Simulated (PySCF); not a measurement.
BeH2S2. Atoms are numbered in the order given.

```xyz
5

Be     0.0000     0.0000     0.0331
S     -0.0582     1.9020     0.0519
H      0.8945     1.9800    -0.8965
S      0.0582    -1.9020     0.0519
H     -0.8945    -1.9800    -0.8965
```

Coordinates come from a r2SCAN-D4/def2-TZVP optimisation. Other conformers were not sampled.

Calculation: CAM-B3LYP/def2-TZVPD run with PySCF.

ESP charges are fitted to the potential on shells at 1.4 to 2.0 van der Waals radii. Atomic charges (e):

```tsv
atom	ESP fit	meta-Löwdin
Be1	0.42	1.23
S2	-0.34	-0.71
H3	0.13	0.10
S4	-0.34	-0.71
H5	0.13	0.10
```
